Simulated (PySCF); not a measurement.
PySCF job for InBr2, SMILES [Br][In][Br], multiplicity 2, TDA-B3LYP/def2-SVPD. The structure is a stationary point at B3LYP-D3(BJ)/def2-SVP. The spin state was assumed, not searched. The isomer is the one that the SMILES or the coordinates give; other isomers of the formula were not compared. The def2 effective core potentials stand for the cores of In; spin–orbit coupling is left out.

```python
import numpy as np
from pyscf import gto, scf, dft, tdscf

mol = gto.M(
    atom='''
    In    0.00000000    0.00000000    0.74421506
    Br    0.00000000    2.22906164   -0.52095055
    Br    0.00000000   -2.22906164   -0.52095055
    ''',
    basis='def2-SVPD',
    ecp={'In': 'def2-svp'},
    charge=0,
    spin=1,
    max_memory=1600,
    verbose=4,
)
mf = dft.UKS(mol, xc='b3lyp').density_fit(auxbasis='def2-universal-jkfit')
mf.grids.level = 3
mf.conv_tol = 1e-9
mf.max_cycle = 100
mf.kernel()
fine, coarse = mf.grids, dft.Grids(mol).set(level=1).build(with_non0tab=True)
for _ in range(3):  # follow internal instabilities
    mf.grids = coarse
    mo, _, stable, _ = mf.stability(return_status=True, nroots=4)
    mf.grids = fine
    if stable:
        break
    mf.kernel(mf.make_rdm1(mo, mf.mo_occ))
mf.grids = dft.Grids(mol).set(level=1).build(with_non0tab=True)  # coarser grid for the response kernel
td = tdscf.TDA(mf)
td.nstates = 10
td.conv_tol = 1e-4
td.positive_eig_threshold = 1e-6
td.kernel(x0=td.get_init_guess(mf, 15))
td.analyze(verbose=3)
```

Log of the run:

```
PySCF version 2.14.0

[INPUT] verbose = 4
[INPUT] num. atoms = 3
[INPUT] num. electrons = 91
[INPUT] charge = 0
[INPUT] spin (= nelec alpha-beta = 2S) = 1
[INPUT] symmetry False subgroup None
[INPUT] Mole.unit = angstrom
[INPUT] Symbol           X                Y                Z      unit          X                Y                Z       unit  Magmom
[INPUT]  1 In     0.000000000000   0.000000000000   0.744215060000 AA    0.000000000000   0.000000000000   1.406362641177 Bohr   0.0
[INPUT]  2 Br     0.000000000000   2.229061640000  -0.520950550000 AA    0.000000000000   4.212316014374  -0.984453863942 Bohr   0.0
[INPUT]  3 Br     0.000000000000  -2.229061640000  -0.520950550000 AA    0.000000000000  -4.212316014374  -0.984453863942 Bohr   0.0

nuclear repulsion = 448.905719581596
number of shells = 42
number of NR pGTOs = 233
number of NR cGTOs = 114
basis = def2-SVPD
ecp = {'In': 'def2-svp'}


[settings echo left out]
init E= -5314.83265535939
  alpha nocc = 46  HOMO = -0.594162171910983  LUMO = -0.530432100403203
  beta  nocc = 45  HOMO = -0.596784196151445  LUMO = -0.594162171910978

WARN: HOMO -0.594162171910983 >= LUMO -0.594162171910978

cycle= 1 E= -5336.43192462854  delta_E= -21.6  |g|= 1.67  |ddm|= 9.38
  alpha nocc = 46  HOMO = 0.0430290279622824  LUMO = 0.0528701041086726
  beta  nocc = 45  HOMO = 0.0398688238854709  LUMO = 0.046030189663187
  HOMO = 0.0430290279623  LUMO = 0.0460301896632  gap/eV = 0.08167
cycle= 2 E= -5290.8052286012  delta_E= 45.6  |g|= 5.12  |ddm|= 12.9
  alpha nocc = 46  HOMO = -0.453801705969408  LUMO = -0.289243463373735
  beta  nocc = 45  HOMO = -0.458123628524503  LUMO = -0.408935322779638
  HOMO = -0.453801705969  LUMO = -0.40893532278  gap/eV = 1.22088
cycle= 3 E= -5337.70612421861  delta_E= -46.9  |g|= 0.75  |ddm|= 12.4
  alpha nocc = 46  HOMO = -0.251722139497596  LUMO = -0.110254716642918
  beta  nocc = 45  HOMO = -0.257323269102131  LUMO = -0.187796821651951
  HOMO = -0.251722139498  LUMO = -0.187796821652  gap/eV = 1.73950
cycle= 4 E= -5337.90392237514  delta_E= -0.198  |g|= 0.526  |ddm|= 1.92
  alpha nocc = 46  HOMO = -0.253355760016325  LUMO = -0.0838570434765827
  beta  nocc = 45  HOMO = -0.300845229135103  LUMO = -0.191217534708223
  HOMO = -0.253355760016  LUMO = -0.191217534708  gap/eV = 1.69087
cycle= 5 E= -5338.04193382217  delta_E= -0.138  |g|= 0.0532  |ddm|= 0.715
  alpha nocc = 46  HOMO = -0.252614382349562  LUMO = -0.0778807066982632
  beta  nocc = 45  HOMO = -0.298546521368935  LUMO = -0.18545534269775
  HOMO = -0.25261438235  LUMO = -0.185455342698  gap/eV = 1.82749
cycle= 6 E= -5338.04369625375  delta_E= -0.00176  |g|= 0.0294  |ddm|= 0.172
  alpha nocc = 46  HOMO = -0.25262980204078  LUMO = -0.0798410586810535
  beta  nocc = 45  HOMO = -0.296824736899643  LUMO = -0.184787029315018
  HOMO = -0.252629802041  LUMO = -0.184787029315  gap/eV = 1.84610
cycle= 7 E= -5338.04442868525  delta_E= -0.000732  |g|= 0.00733  |ddm|= 0.0439
  alpha nocc = 46  HOMO = -0.253755801882945  LUMO = -0.0809605608290935
  beta  nocc = 45  HOMO = -0.29643335770167  LUMO = -0.185294895357366
  HOMO = -0.253755801883  LUMO = -0.185294895357  gap/eV = 1.86292
cycle= 8 E= -5338.04452294211  delta_E= -9.43e-05  |g|= 0.003  |ddm|= 0.0309
  alpha nocc = 46  HOMO = -0.254192314778775  LUMO = -0.0811134293001867
  beta  nocc = 45  HOMO = -0.297182046701866  LUMO = -0.185340761125829
  HOMO = -0.254192314779  LUMO = -0.185340761126  gap/eV = 1.87355
cycle= 9 E= -5338.04454242142  delta_E= -1.95e-05  |g|= 0.000679  |ddm|= 0.0154
  alpha nocc = 46  HOMO = -0.253994321533294  LUMO = -0.0809241562704567
  beta  nocc = 45  HOMO = -0.296992679632037  LUMO = -0.185131022507257
  HOMO = -0.253994321533  LUMO = -0.185131022507  gap/eV = 1.87387
cycle= 10 E= -5338.04454320533  delta_E= -7.84e-07  |g|= 0.000167  |ddm|= 0.0037
  alpha nocc = 46  HOMO = -0.25397862768036  LUMO = -0.0809203546374168
  beta  nocc = 45  HOMO = -0.296985168325059  LUMO = -0.185142105786241
  HOMO = -0.25397862768  LUMO = -0.185142105786  gap/eV = 1.87314
cycle= 11 E= -5338.04454322295  delta_E= -1.76e-08  |g|= 6.44e-05  |ddm|= 0.000361
  alpha nocc = 46  HOMO = -0.253987623947467  LUMO = -0.080933605683455
  beta  nocc = 45  HOMO = -0.296987702686798  LUMO = -0.185157109238865
  HOMO = -0.253987623947  LUMO = -0.185157109239  gap/eV = 1.87297
cycle= 12 E= -5338.04454322663  delta_E= -3.68e-09  |g|= 1.07e-05  |ddm|= 0.000122
  alpha nocc = 46  HOMO = -0.253988780886007  LUMO = -0.0809354324771822
  beta  nocc = 45  HOMO = -0.296986164059893  LUMO = -0.185157718254494
  HOMO = -0.253988780886  LUMO = -0.185157718254  gap/eV = 1.87299
cycle= 13 E= -5338.04454322672  delta_E= -8.73e-11  |g|= 2.98e-06  |ddm|= 2.73e-05
  alpha nocc = 46  HOMO = -0.253987865467567  LUMO = -0.0809344404924267
  beta  nocc = 45  HOMO = -0.296986768320281  LUMO = -0.185157015159433
  HOMO = -0.253987865468  LUMO = -0.185157015159  gap/eV = 1.87298
Extra cycle  E= -5338.04454322673  delta_E= -1.18e-11  |g|= 4.11e-06  |ddm|= 1.46e-05
converged SCF energy = -5338.04454322673  <S^2> = 0.75359235  2S+1 = 2.0035891
tot grids = 22752
uhf_internal: lowest eigs of H = [0.14042764 0.14558813 0.16314568 0.16424934]
<class 'pyscf.df.df_jk.DFUKS'> wavefunction is stable in the internal stability analysis
tot grids = 22752
Overwritten attributes  positive_eig_threshold  of <class 'pyscf.tdscf.uks.TDA'>


******** <class 'pyscf.tdscf.uks.TDA'> for <class 'pyscf.df.df_jk.DFUKS'> ********
nstates = 10
deg_eia_thresh = 1.000e-03
wfnsym = None
conv_tol = 0.0001
eigh lindep = 1e-12
eigh level_shift = 0
eigh max_cycle = 100


Excitation energies (eV)
[1.92407321 2.00087709 2.24773777 2.25706021 3.37335464 3.37748797
 4.51560621 4.64428923 4.70467838 4.85565026]

** Excitation energies and oscillator strengths **
Excited State   1:      1.92407 eV    644.38 nm  f=0.0002
Excited State   2:      2.00088 eV    619.65 nm  f=0.0000
Excited State   3:      2.24774 eV    551.60 nm  f=0.0019
Excited State   4:      2.25706 eV    549.32 nm  f=0.0073
Excited State   5:      3.37335 eV    367.54 nm  f=0.1132
Excited State   6:      3.37749 eV    367.09 nm  f=0.0290
Excited State   7:      4.51561 eV    274.57 nm  f=0.0403
Excited State   8:      4.64429 eV    266.96 nm  f=0.0000
Excited State   9:      4.70468 eV    263.53 nm  f=0.0055
Excited State  10:      4.85565 eV    255.34 nm  f=0.0034
```

The calculation finished and met its thresholds.

Cost: roughly 80 core-seconds.
